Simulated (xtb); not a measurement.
C₄H₁₀BN, SMILES CB1CCCN1. All values are semi-empirical tight-binding results from xtb (GFN2-xTB unless named), good for trends rather than for accurate numbers. The structure is a stationary point at GFN2-xTB. The values are those of a single conformer.

Computed properties:
The orbital gap is 5.96 eV and the dipole moment is 1.24 D. The zero-point energy is 87.8 kcal/mol and the G − E(el) at 298.15 K (modified RRHO) comes out as 68.6 kcal/mol. The static polarisability (D4 model) comes out as 66.6 bohr³. The solvation energy, GFN2-xTB/ALPB(water) is -1.2 kcal/mol and the solvation energy, GFN2-xTB/ALPB(acetone) comes out as -5.5 kcal/mol.

Computed IR lines (harmonic; lines under 4 % of the strongest left out, lines within 3 cm⁻¹ merged):
ν (cm⁻¹): 610 (m), 631 (m), 801 (w), 851 (w), 860 (w), 893 (m), 997 (w), 1038 (w), 1129 (w), 1153 (w), 1188 (m), 1237 (w), 1270 (m), 1306 (m), 1320 (w), 1394 (w), 1464 (vs), 1483 (m), 1492 (w), 1513 (m), 2871 (m), 2929 (s), 2961 (w), 2983 (s), 2997 (m), 3010 (m), 3018 (m), 3027 (m), 3034 (m), 3465 (w) (against the strongest line: vs over 80 %, s over 45 %, m over 15 %, w over 4 %, vw less)
